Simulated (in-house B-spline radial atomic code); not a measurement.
Ba. Computed with a B-spline radial atomic code. Model: non-relativistic spherical atom: semilocal Troullier-Martins pseudo-atom, one channel per l, against all electrons, high spin, G0W0 and RPA with empty states to l = 8, local potential for every l without a channel, a model core (radius 0 = none) keeps its share of the functional.

Without relativity these are model numbers for so heavy an element.

What the tables leave out is listed at the end.

The pseudopotential gives back the lowest level of each angular momentum of its own functional in the configuration it was made in; a second state of the same l is only approximately right. Exact exchange, RPA and GW see the smooth pseudo-orbitals and miss the exchange with the core, for which the functional's share stands in. The column with an uncorrelated core keeps all orbitals and exact exchange, and so separates missing core correlation from pseudisation. Only the three outermost levels and the lowest empty one were computed. RPA here is direct RPA, with no exchange kernel, and its energies carry an (l + 1/2)⁻⁴ tail. A hybrid on a potential with a model core restores only its own semilocal share of the core's exchange.

Command:
```bash
python run_psgw.py task.json out
```
Settings (lengths in bohr, energies in hartree):
```
Z                      56
electrons              56
configuration          [Xe] 6s2
generated_in           [Xe] 6s2
functional             lda,vwn
core_shells            8
radius_factor          1.3
core_correction        True
ion_configuration      [Xe] 6s1
```

Time taken, with all properties: 76 s on 1 thread of Arm Neoverse N1, with other jobs on the host.

Given: made with LDA VWN5; model core radius 0.52 bohr; local radius 1.098 bohr; mean-field start PBE0.

Valence shells of the generating configuration: 4d, 5s, 5p, 6s.

Channel: s 1.975, p 2.182, d 0.907 (radii in bohr).

Computed: largest level miss in the spin-unpolarised generating configuration 0.07 eV; valence RPA correlation energy pseudo -1.3984 hartree; pseudo-atom RPA polarisability 167.07 bohr³; ionisation by mean-field all-electron 4.9632 eV; ionisation by mean-field pseudo minus all 0.082 eV; ionisation by RPA all-electron 5.2939 eV; ionisation by RPA pseudo minus all 0.101 eV.

```csv
level,occupied,mean-field all-electron (eV),mean-field pseudo minus all (eV),G0W0 all-electron (eV),G0W0 uncorrelated core minus all (eV),G0W0 pseudo minus all (eV),exchange self-energy all-electron (eV),exchange self-energy pseudo (eV)
6s,1,-3.5884,-0.066,-5.2094,0.007,-0.131,-6.0041,-5.9713
5d (empty),0,-1.7333,0.142,-0.59825,0.018,0.233,-4.4583,-3.3891
```

Problem. What is the valence RPA correlation energy all-electron orbitals?

Solution. -1.1755 hartree.

Problem. What is the all-electron RPA polarisability, core included?

Solution. 172.38 bohr³.

Among the listed levels the largest G0W0 shift of the pseudo-atom is +0.23 eV, for 5d (empty) on the PBE0 start, while leaving the core uncorrelated moves that level by +0.02 eV. So pseudisation and the lost core exchange, not the missing core correlation, make the error. Not in the tables (levels of low weight, unsolved or above zero; the highest and the empty levels are kept at any weight): the LDA start was refused, since an empty level lay at or below an occupied one; on PBE0 the G0W0 levels 5p (pseudo minus all -0.45 eV, weights 0.29 and 0.30), 5s (pseudo minus all -0.44 eV, weights 0.49 and 0.35); no Hartree-Fock pseudo-atom is run with a model core.
